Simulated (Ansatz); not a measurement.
Ca3Te2, relaxed as a singlet with RKS PBE-D4/def2-SVP in Ansatz, starting from the GFN2-xTB geometry. Force threshold 0.02 eV/Å.

In the def2 sets Te takes a core potential; there is no spin–orbit coupling. The structure comes from a short search, and lower isomers may exist.

Start:

```xyz
5

Ca   -1.8548    0.4406    0.5658
Ca    0.6177   -2.9616   -2.4579
Ca    1.5445    1.0431    0.7024
Te    0.2036   -0.9657   -0.7911
Te   -0.5109    2.4436    1.9808
```

| step | energy (eV) | largest force component (eV/Å) | SCF passes |
| --- | --- | --- | --- |
| 1 | -69879.6952 | 2.185 | 23 |
| 2 | -69880.1328 | 0.586 | 24 |
| 3 | -69880.1967 | 0.121 | 27 |
| 4 (rejected) | -69880.1967 | 0.150 | 23 |
| 5 | -69880.1993 | 0.058 | 21 |
| 6 | -69880.2025 | 0.045 | 23 |
| 7 | -69880.2083 | 0.191 | 23 |
| 8 | -69880.2153 | 0.218 | 23 |
| 9 | -69880.2238 | 0.250 | 23 |
| 10 | -69880.2327 | 0.142 | 23 |
| 11 | -69880.2746 | 0.151 | 24 |
| 12 | -69880.3300 | 0.249 | 24 |
| 13 | -69880.4093 | 0.335 | 24 |
| 14 | -69880.5065 | 0.361 | 23 |
| 15 | -69880.6058 | 0.250 | 25 |
| 16 | -69880.6668 | 0.302 | 23 |
| 17 | -69880.7460 | 0.171 | 22 |
| 18 | -69880.7640 | 0.058 | 22 |
| 19 | -69880.7692 | 0.041 | 22 |
| 20 | -69880.7784 | 0.115 | 27 |
| 21 | -69880.7929 | 0.147 | 28 |
| 22 | -69880.8108 | 0.157 | 29 |
| 23 | -69880.8222 | 0.045 | 23 |
| 24 | -69880.8258 | 0.093 | 23 |
| 25 | -69880.8275 | 0.032 | 23 |
| 26 | -69880.8277 | 0.008 | 23 |

Force components are those of the run's own axes.

End:

```
atom   x (Å)   y (Å)   z (Å)
 Ca1  -1.755  -0.162   0.525
 Ca2   0.240  -1.345  -2.387
 Ca3   1.548   0.971   0.228
 Te4   0.704  -1.920   0.495
 Te5  -0.737   2.455   1.140
```

By distances, no bond broke or formed, bridged metal pairs apart. The bond that changes most is Ca2–Te4, from 2.63 to 2.98 Å (atoms count from 1). Metal–metal contacts that move far: Ca1–Ca2 5.18 to 3.72 Å, Ca2–Ca3 5.18 to 3.73 Å. The end is the same structure that another start reached.

No frequencies were taken in this run, so the end may be a saddle point.

Hardware: 2 threads of AMD EPYC 7R13 on a shared host. Wall time 60 s.
